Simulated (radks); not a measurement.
Q: The mean radii <r> (bohr) of the occupied orbitals of an atom or ion are listed with their occupations. Method: non-relativistic Kohn-Sham, LB94 model potential, spin-unpolarised, spherical densities, point nucleus; computed with a radial shooting solver on a logarithmic mesh with Libxc functionals.

| orbital | occ. | <r> |
|---|---|---|
| 1s | 2 | 0.1112 |
| 2s | 2 | 0.5692 |
| 2p | 6 | 0.5327 |
| 3s | 2 | 1.914 |

Name the element and its charge.

A: Z = 14, silicon, charge +2: Si2+ in [Ne] 3s2. The 1s radius gives Z: for a bare nucleus <r> = 1.5/Z, 0.1071 bohr for Z = 14, and screening makes it slightly larger (0.1112 here). The occupations add up to 12, and the charge is Z minus that.
